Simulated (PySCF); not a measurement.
B(F)(NMe2)(SH) (C2H7BFNS), SMILES CN(C)B(F)S. Atoms are numbered in the order given.

```xyz
13

B      0.3060     0.1321    -0.4283
F      1.2012    -0.2763    -1.3400
N     -0.1242    -0.7780     0.5511
C     -0.9947    -0.4696     1.6546
C      0.2746    -2.1667     0.4859
H     -2.0083    -0.8896     1.5169
H     -0.5890    -0.8869     2.5926
H     -1.0833     0.6150     1.7960
H      0.8226    -2.4653     1.3974
H     -0.6049    -2.8289     0.3926
H      0.9264    -2.3339    -0.3794
S     -0.2109     1.8759    -0.6285
H     -1.2395     1.8649     0.2404
```
Charge 0, spin multiplicity 1.

Geometry: PBE0-D3(BJ)/def2-SVP. This is a generated structure with no PubChem entry under its InChIKey; it may be hypothetical. The values are those of a single conformer.

All values below come from PBE/pcSseg-1 (PySCF).

GIAO shieldings, no solvent; atoms listed in one row are averaged. δ = σ(ref) − σ: ¹¹B against BF3 (σ = 83.9 ppm); ¹⁹F against CFCl3 (σ = 133.6 ppm); ¹⁵N against NH3 (σ = 267.0 ppm); ¹³C against TMS (σ = 182.0 ppm); ¹H against TMS (σ = 31.49 ppm); ³³S against H2S (σ = 706.5 ppm), references at their B3LYP-D3(BJ)/def2-TZVP geometries, non-relativistic.

| nucleus | atoms | count | δ (ppm) |
|---|---|---|---|
| ¹¹B | B1 | 1 | 17.7 |
| ¹⁹F | F2 | 1 | -126.2 |
| ¹⁵N | N3 | 1 | 96.9 |
| ¹³C | C4 | 1 | 42.4 |
| ¹³C | C5 | 1 | 38.6 |
| ¹H | H9, H10, H11 | 3 | 3.06 |
| ¹H | H6, H7, H8 | 3 | 2.91 |
| ¹H | H13 | 1 | 1.63 |
| ³³S | S12 | 1 | 44.6 |
